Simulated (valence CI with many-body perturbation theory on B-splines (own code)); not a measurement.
## Hyperfine factors and g values of In9+

Method: configuration interaction combined with many-body perturbation theory (CI+MBPT): four valence electrons over a frozen Dirac-Fock core [Kr], radial functions for each j: 7 s, 7 p, 8 d, 6 f, 4 g, 1 h, with the one-electron correlation potential Σ1 (screened to all orders), the two-electron term Σ2, the three-electron term Σ3, Breit, model QED; selected single and double excitations, second order for the rest, scaled by the run's own slope (own B-spline code, finite nucleus).

No measured levels were compared; by estimate terms of the open shell hold to 2 to 4 % of their energy, and close levels can change places. Excitations out of the core, of the other parity, are not computed and may begin above about 48.2 eV (a cautious bound); beyond it only levels of the ground parity were kept, without lifetimes.

A/g_I is the dipole constant over the nuclear g factor μ/I (μ in nuclear magnetons, uniformly magnetised nucleus), B/Q the quadrupole constant per barn. Both hold the static response of the core; the bare values leave it out. Large factors of s and p1/2 electrons are usually good to 5 to 10 %; those of open d and f shells near neutrality can be off by tens of per cent, and small factors of p3/2, d and f electrons come from cancelling terms and can be off by a factor of two or in sign, in half-filled shells by more. B is blank for J = 1/2, where it vanishes, and for nearly pure S terms. Energies count from the lowest level. Levels with J = 0 are left out.

Names give the largest LS component (configuration and term), which can be under half, so a name can repeat, a term be missing and a line seem to break the LS rules; names also repeat where a configuration has a term twice. Letters in brackets count levels of one name in rising energy.

```
          Level  E (cm⁻¹)      g  A/g_I (MHz)  A/g_I bare  B/Q (MHz/b)  B/Q bare
       4d4 5D_1      2304  1.499         -273         153          794       737
       4d4 5D_2      5190  1.493         38.4         468          546       504
       4d4 5D_3      8141  1.487          323         756         -522      -494
       4d4 5D_4     11015  1.477          576        1010        -2330     -2180
       4d4 3H_4     26463  0.900         1820        1700         1130      1050
       4d4 3H_5     30849  1.061         1470        1500         1520      1410
       4d4 3G_3     31638  0.884         1880        1740          194       179
   4d4 3P_1 [a]     32408  1.437          592         980         -154      -150
       4d4 3H_6     33396  1.143         1390        1500         1370      1270
   4d4 3F_2 [a]     33433  0.723         2100        1810          304       286
   4d4 3F_4 [a]     35920  1.084         1350        1400         -391      -362
       4d4 3G_4     39367  1.098         1410        1480         -325      -300
   4d4 3P_2 [a]     39542  1.368          683        1000          180       159
   4d4 3F_3 [a]     40396  0.979         1510        1450         -215      -193
       4d4 3G_5     43094  1.171         1150        1290         -981      -914
       4d4 3D_3     44360  1.294          934        1190          506       469
       4d4 3D_2     47082  1.205         1320        1490          574       532
       4d4 1I_6     47155  1.022         1550        1540         2310      2150
       4d4 3D_1     48120  0.570         2560        2120          409       379
   4d4 1G_4 [a]     53317  1.044         1320        1330         -537      -494
   4d4 1D_2 [a]     58682  1.059         1480        1510          672       621
       4d4 1F_3     62002  1.029         1480        1480         2380      2230
   4d4 3P_2 [b]     69912  1.405          630         989          612       578
   4d4 3F_4 [b]     72168  1.222          919        1100         1750      1630
   4d4 3F_2 [b]     73457  0.744         2360        2100         1840      1710
   4d4 3F_3 [b]     74747  1.074         1510        1550         2080      1930
   4d4 3P_1 [b]     76148  1.494         -133         295         -607      -560
   4d4 1G_4 [b]     82007  1.021         1630        1620         1240      1160
   4d4 1D_2 [b]    103950  0.999         1560        1530        -2690     -2510
    4d3 5s 5F_1    418420  0.027        -5850       -5660         -377      -351
    4d3 5s 5F_2    420640  0.997         4810        4430         -393      -369
    4d3 5s 5F_3    424220  1.245         5190        4920         -496      -470
    4d3 5s 5F_4    428280  1.338         4960        4780         -717      -680
    4d3 5s 5F_5    432250  1.378         4870        4740         -995      -943
4d3 5s 3F_2 [a]    432880  0.717         2590        2290         -928      -867
```

Question: Take the isotope of mass number 113, with I = 9/2, μ = 5.5208 μN and Q = 0.761 b. What is the hyperfine structure of 4d4 3H_4?

Answer: From the table A = 2230 MHz, B = 863 MHz. Shifts from the centre of gravity in MHz: F = 1/2: -48700, F = 3/2: -45400, F = 5/2: -39900, F = 7/2: -32300, F = 9/2: -22400, F = 11/2: -10200, F = 13/2: 4250, F = 15/2: 21100, F = 17/2: 40400.
